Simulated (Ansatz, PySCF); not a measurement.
This singlet lies 1.69 eV below the relaxed triplet at the level composite: frozen-core CCSD(T) with HF/cc-pVQZ and the correlation energy extrapolated as X^-3 from cc-pVTZ and cc-pVQZ, plus CCSDT(Q) minus CCSD(T) in cc-pVDZ // PBE0-D3(BJ)/def2-TZVP (Ansatz, an electronic-structure program).

```xyz
3

Cl     1.5495    -0.3189     0.0000
Ge    -0.3158     0.8150     0.0000
H     -1.2337    -0.4961     0.0000
```

Charge 0, multiplicity 1.

### Question
Give the Mulliken and meta-Löwdin atomic charges from PySCF with PBE-D3(BJ)/def2-TZVP // PBE0-D3(BJ)/def2-TZVP.

### Answer

```json
[
 {"atom": "Cl1", "Mulliken (e)": "-0.27", "meta-Löwdin (e)": "-0.25"},
 {"atom": "Ge2", "Mulliken (e)": "0.29", "meta-Löwdin (e)": "0.33"},
 {"atom": "H3", "Mulliken (e)": "-0.02", "meta-Löwdin (e)": "-0.08"}
]
```
